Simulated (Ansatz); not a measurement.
Program: Ansatz. Geometries: PBE0-D4/def2-TZVP. ΔE: electronic, gas phase. CCSD(T)/CBS is the MP2 limit (def2-TZVPP, def2-QZVPP) plus CCSD(T) − MP2 in def2-TZVPP, frozen cores. This one scheme is used for every species. DFT in def2-TZVPP. One conformer a species, not always the lowest.

`OB(O)[SiH2]F` + `N[SiH](O)F` → `O[SiH](F)N[SiH2]F` + `OBO`  (cleavage of the Si–B bond)

CCSD(T)/CBS gives -1.14 eV.

Another level gave -1.19 eV. Which?
A. ωB97X-V/def2-TZVPP
B. PBE0/def2-TZVPP
C. SCS-MP2/def2-TZVPP
D. PBE/def2-TZVPP

C. SCS-MP2/def2-TZVPP -1.19, ωB97X-V -1.08, PBE -0.92, PBE0 -1.00 eV.

Largest T1 diagnostic among the species: 0.013.

In def2-TZVPP, CCSD(T) changes the Hartree–Fock value by +0.11 eV (the triples alone add +0.01 eV) and MP2 by +0.04 eV. From PBE to PBE0 (25 % exact exchange), in def2-TZVPP and without D4, ΔE moves by −0.08 eV.
